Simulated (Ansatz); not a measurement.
Consider the formal exchange of groups at the Se–C bond: `CC(=S)[SeH]` + disilane → `[SiH3][SiH2][SeH]` + `CC=S`.

Isolated molecules relaxed with PBE0-D4/def2-TZVP in Ansatz; ΔE leaves out vibrations. CCSD(T)/CBS is the MP2 limit (def2-TZVPP, def2-QZVPP) plus CCSD(T) − MP2 in def2-TZVPP, frozen cores. DFT in def2-TZVPP. For Se outer-core shells are correlated without core-valence functions, which leaves a few kJ/mol of doubt a bond. Scalar relativity is left out up to krypton. One conformer a species, not always the lowest.

```tsv
species	ωB97X-V energy (Eh)
`CC(=S)[SeH]`	-2878.08051
`[SiH3][SiH3]`	-582.50026
`[SiH3][SiH2][SeH]`	-2983.86890
`CC=S`	-476.74080
```

Question: Work out ΔE.

Answer: ΔE = (-2983.86890) + (-476.74080) − (-2878.08051) − (-582.50026) = -0.02893 Eh = -76.0 kJ/mol. CCSD(T)/CBS gives -76.8 kJ/mol.

Largest T1 diagnostic among the species: 0.016.

From PBE to PBE0 (25 % exact exchange), in def2-TZVPP and without D4, ΔE moves by −9.5 kJ/mol. In def2-TZVPP, CCSD(T) changes the Hartree–Fock value by +20.3 kJ/mol (the triples alone add +5.0 kJ/mol) and MP2 by +25.0 kJ/mol.
